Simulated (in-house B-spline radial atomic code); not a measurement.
Checks on a self-consistent run for Mn VIII (Mn7+), [He] 2s2 (2p1/2)2 (2p3/2)3 3s2 3p6 3d1. Computed with an all-electron radial atomic-structure program (B-spline basis): Dirac-Hartree-Fock, average of the jj configuration, Fermi nucleus of rms radius 3.7057 fm.

```
orbital    q      ε (Eh)    <1/r>        <r²>  small-component weight
  1s1/2    2  -250.46968  24.9461  0.00497153               0.0080822
  2s1/2    2   -36.20453  5.43074   0.0884401               0.0015242
  2p1/2    2   -32.20143  5.35951   0.0702455               0.0014953
  2p3/2    3   -31.84297   5.2324   0.0743522               0.0014555
  3s1/2    2    -8.97166  1.82567    0.686612              0.00038133
  3p1/2    2    -7.53620  1.73246    0.717083              0.00035091
  3p3/2    4    -7.45159  1.74842    0.729172              0.00036569
  3d3/2  0.4    -5.62645  1.57252    0.716061              0.00029889
  3d5/2  0.6    -5.59852   1.5618    0.724299              0.00029542
```

Electron-electron repulsion V_ee = 317.2903 hartree.

(1) What total energy follows from the eigenvalues?

(2) Does the Dirac virial theorem hold?

(3) What diamagnetic shielding (Lamb formula) and susceptibility (Langevin formula) do the radii give?

Results:

(1) The eigenvalues count the repulsion twice, so E = Σqε - V_ee = -801.712 - 317.290 = -1119.002 hartree; the run printed -1119.002.

(2) For a point nucleus E = -2c²Σq·w, with w the small-component weight. Here Σq·w = 0.029794 and c = 137.0360, so the ratio E/(-2c²Σq·w) is 1.000006; the finite nucleus accounts for the departure from 1.

(3) σ = (α²/3)Σq<1/r> = 102.846/(3·137.036²) = 1825.6 ppm, and χ = -0.79199×10⁻⁶·Σq<r²> = -5.54×10⁻⁶ cm³/mol with Σq<r²> = 6.9955 bohr². Both are non-relativistic formulas without the paramagnetism of open shells.
